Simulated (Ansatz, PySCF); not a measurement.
This triplet is an excited state, 1.94 eV above the relaxed singlet at the level B3LYP/cc-pVTZ // PBE0-D3(BJ)/def2-TZVP (Ansatz, a quantum-chemistry and plane-wave program).

Cartesian coordinates (Å):
```xyz
7

C      2.3609     0.0730    -0.0552
C      1.1840    -0.2120    -0.1513
Si    -0.4982    -0.7661    -0.3880
N     -1.7829     0.1186     0.3268
H      3.3892     0.3358     0.0390
H     -2.3850     0.6950    -0.2403
H     -2.2679    -0.2444     1.1326
```
Charge 0, spin multiplicity 3.

Task: Predict the total energy, dipole moment and highest occupied spin orbital from PBE0-D3(BJ)/def2-TZVP in PySCF.

Result: 
The total energy is -421.9125 Ha and the dipole moment is 1.59 D. The highest occupied spin orbital comes out as -5.00 eV.
